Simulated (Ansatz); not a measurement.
Ti2H3⁺. Total charge 1; quintet. Geometry B3LYP-D4/def2-TZVP; atoms count from 1.

Cartesian coordinates in Å:
```
Ti 1.110 -0.297 -0.535
Ti -1.081 0.303 0.521
H -0.685 -0.725 -0.961
H 0.284 1.358 -0.199
H 0.371 -0.639 1.174
```

The structure comes from a short search, and lower isomers may exist.

Estimate the Mulliken populations from the PBE0/def2-TZVP orbitals of Ansatz.


```json
{"atom": "Ti1", "charge (e)": "0.66", "spin (α − β)": "2.12", "d electrons": "2.63"}
{"atom": "Ti2", "charge (e)": "0.64", "spin (α − β)": "2.10", "d electrons": "2.64"}
{"atom": "H3", "charge (e)": "-0.10", "spin (α − β)": "-0.08", "d electrons": "–"}
{"atom": "H4", "charge (e)": "-0.10", "spin (α − β)": "-0.08", "d electrons": "–"}
{"atom": "H5", "charge (e)": "-0.09", "spin (α − β)": "-0.08", "d electrons": "–"}
```
Mulliken values depend strongly on the basis.

Where does the spin sit?

Summed by element: Ti 4.23, H -0.23, of 4 unpaired in all. Largest on single atoms: Ti1 2.12, Ti2 2.10, H4 -0.08.

And the Mayer bond orders between heavy atoms (over 0.3)?

Ti1–Ti2 0.78 (2.50 Å).
